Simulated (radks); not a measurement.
Task: The mean radii <r> (bohr) of the occupied orbitals of an atom or ion are listed with their occupations. Method: scalar-relativistic Kohn-Sham, BLYP, spin-polarised, spherical densities, finite nucleus; Fermi nuclear charge, rms radius of each element as measured or else 0.836 A^(1/3) + 0.57 fm; computed with a radial shooting solver on a logarithmic mesh with Libxc functionals.

| orbital | occ. | <r> |
|---|---|---|
| 1s up | 1 | 0.01589 |

Name the element and its charge. Open shells, if any, are filled with parallel spins first.

Result: Z = 82, lead, charge +81: Pb81+ in 1s1. The 1s radius gives Z: for a bare nucleus <r> = (2 gamma + 1)/(2Z) with gamma = sqrt(1 - (Z/c)^2), 0.01587 bohr for Z = 82, and the self-interaction of the functional makes it slightly larger (0.01589 here). The occupations add up to 1, and the charge is Z minus that.
